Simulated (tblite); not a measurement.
Run record: tight-binding relaxation, `C#C[SiH2]P([SiH2]C)[SiH2]N=C`.

Computed with GFN2-xTB geometry optimisation, gas phase (tblite 0.8.0). Start geometry: from a force field or distance geometry. A driver script takes a list of jobs; this job's settings line and coordinates (Å) are shown.

Command:
```bash
OMP_NUM_THREADS=1 python probes_run.py task.json out
```

Input:
```
{"job": {"kind": "relax", "xc": "GFN2-xTB", "basis": "xTB"}, "charge": 0, "multiplicity": 1}
C      0.491000     4.084600     1.720300
C      0.963900     3.096200     1.248600
Si     1.724600     1.534800     0.538300
P      0.233400     0.633000    -0.814300
Si     1.407300    -1.188500    -1.201200
C      0.462100    -2.375800    -2.256000
Si    -0.963000    -0.197700     0.814500
N     -2.168700    -1.183400     0.063300
C     -3.226600    -0.583700    -0.354700
H      0.046800     4.972000     2.133100
H      2.911600     1.884800    -0.266000
H      2.117200     0.603700     1.615900
H      2.616800    -0.751500    -1.932700
H      1.868600    -1.819700     0.049700
H      1.087000    -3.223700    -2.525200
H     -0.416000    -2.765000    -1.722500
H      0.126300    -1.905700    -3.179600
H     -0.184800    -1.036800     1.759300
H     -1.659300     0.891500     1.545700
H     -4.022700    -1.164600    -0.838700
H     -3.424500     0.512400    -0.263500
```

Output:
```
step      E/eV     max force
  0    -686.03778    2.482
  1    -686.05733    4.202
  2    -686.15923    1.207
  3    -686.16820    1.352
  4    -686.18651    0.342
  5    -686.19694    0.321
  6    -686.21280    0.624
  7    -686.23285    0.645
  8    -686.25093    0.351
  9    -686.26709    0.336
... (125 lines left out)
135    -686.41102    0.024
136    -686.41106    0.020
137    -686.41109    0.015
138    -686.41112    0.015
139    -686.41115    0.015
140    -686.41120    0.019
141    -686.41125    0.017
142    -686.41129    0.013
143    -686.41132    0.010
144    -686.41134    0.010
```

«max force» is the largest atomic force in eV/Å.

**Question.** From which step on does the largest force stay under 0.1 eV/Å, and how much energy is left to gain from there?

**Answer.** From step 40 (0.061 eV/Å), 17.2 meV above the end.

In short: energy lowered by 8.6 kcal/mol over 144 steps; largest atomic force 0.010 eV/Å at the end.

**Question.** Give the final coordinates.

**Answer.** 0.333 Å rms from the input after alignment:
```
atom  x, y, z in Å
C1     0.6001    4.0860    1.8224
C2     1.1541    3.1157    1.3774
Si3    1.9381    1.6156    0.6327
P4     0.4213    0.7023   -0.7252
Si5    1.4613   -1.2029   -1.2571
C6     0.2490   -2.3249   -2.1846
Si7   -1.0410    0.0197    0.8194
N8    -2.0916   -1.0231   -0.0519
C9    -3.2405   -0.9032   -0.5261
H10    0.1240    4.9385    2.2157
H11    3.0871    2.0187   -0.1828
H12    2.3554    0.7322    1.7317
H13    2.5949   -0.8082   -2.1043
H14    1.9985   -1.8929   -0.0731
H15    0.7066   -3.2779   -2.4310
H16   -0.6340   -2.5117   -1.5797
H17   -0.0773   -1.8597   -3.1108
H18   -0.4865   -0.8885    1.8240
H19   -1.5852    1.2285    1.4464
H20   -3.6570   -1.7146   -1.1190
H21   -3.8862   -0.0328   -0.3900
```

**Question.** Estimate the wall time. Hardware: one thread of an Arm Neoverse N1 (shared host).

**Answer.** About 3.3 s.
Labels such as C1 count atoms from 1, the log's own numbers from 0.
